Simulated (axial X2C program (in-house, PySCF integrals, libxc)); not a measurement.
# HfF: from the spin-free to the two-component result

Calculated with an in-house all-electron X2C program for linear molecules (integrals from PySCF). Spin-free means the one-electron spin-free X2C Hamiltonian; two-component (2c) means X2C with spin–orbit coupling and atomic mean-field two-electron Coulomb and Gaunt terms, so the difference of the two also holds small scalar two-electron terms. Basis: Hf dyall-cv3z [13s14p9d7f4g], F dyall-av3z [7s6p3d2f] (cores contracted in-house); Gaussian nuclei, density fitting, unrestricted open shells. Masses: Hf 179.947 u, F 18.998 u.

Spin-free state: M_S = 1/2, Λ = 2 (beyond evenly filled blocks: δ+α); fragments Hf + F.

```tsv
level	Re (Å)	ωe (cm⁻¹)	De (eV)	μ (D)
PBE0	1.850	681.1	6.752	-1.62
HF	1.886	648.6	5.090	-1.25
PBEsol	1.840	689.5	7.432	-1.46
```

Dipoles are positive if F is the positive end.

Within this multiplet, which Ω should lie lowest by the rule for regular and inverted multiplets?

The open δ shell holds one electron, so the multiplet is regular: Ω = Λ − 1/2 = 3/2. The PBE0 2c search agrees.

Two-component determinant lowest at the distance of the search:

Ω = 3/2 (⟨Sz⟩ = -0.48, ⟨Lz⟩ = 1.98 at PBE0); fragments Hf + F.

```csv
level,Re (Å),ωe (cm⁻¹),μ (D)
PBE0,1.852,677.6,-1.60
HF,1.890,645.1,-1.24
PBEsol,1.841,686.3,-1.46
```

From the two tables, how do the constants change at the PBE0 level (2c against spin-free)?

At the PBE0 level Re rises by 0.002 Å and ωe goes down by 3.5 cm⁻¹.

The state is one determinant whose occupation by symmetry is held fixed; it was picked as the lowest of a PBE0 search that is not exhaustive. Dissociation energies refer to the lowest single-determinant-based atoms at the same level and basis. De is not given where an atomic determinant may have missed its ground term or J level, or where the truncated virtual space spoils (T). Density functionals use the spin component along the axis (collinear). The functionals have no current-density term, which raises determinants with orbital currents, atoms included. The determinant is spin-polarised beyond a pure state at some levels (its spin-free form has ⟨S²⟩ too high), which makes Re and μ there less reliable.
